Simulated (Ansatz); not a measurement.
Frontier orbitals of C₅H₁₅FHfN₂O, SMILES `CC(C)[NH][Hf]([OH])([F])[N](C)C`.

The species carries charge 0 and has multiplicity 1. Correlated methods include outer-core shells of Hf, which these sets cover unevenly. Hf takes the def2 core potential. Geometry: relaxed with PBE0-D4/def2-TZVP. It is one conformer, not always the lowest. Basis def2-TZVPP, Ansatz.

| functional | HOMO (eV) | LUMO (eV) | gap (eV) |
| --- | --- | --- | --- |
| PBE | -5.11 | -0.57 | 4.54 |
| r2SCAN | -5.33 | -0.18 | 5.15 |
| PBE0 | -6.37 | 0.17 | 6.54 |
| HSE06 (plane-wave form) | -5.97 | -0.18 | 5.79 |
| LC-ωPBE | -9.03 | 2.03 | 11.06 |
| ωB97X-V | -8.72 | 1.80 | 10.52 |
| ωB97M-V | -8.65 | 1.33 | 9.98 |

A quarter of exact exchange (PBE0) shifts PBE's HOMO by −1.26 eV and its LUMO by +0.74 eV; full exchange at long range (ωB97M-V) shifts them by −3.54 and +1.90 eV. The gap opens from 4.54 to 9.98 eV, since occupied levels lose self-interaction and empty ones feel all the electrons. A positive LUMO is unbound and depends on the basis.

LC-ωPBE has ω = 0.4 bohr⁻¹.
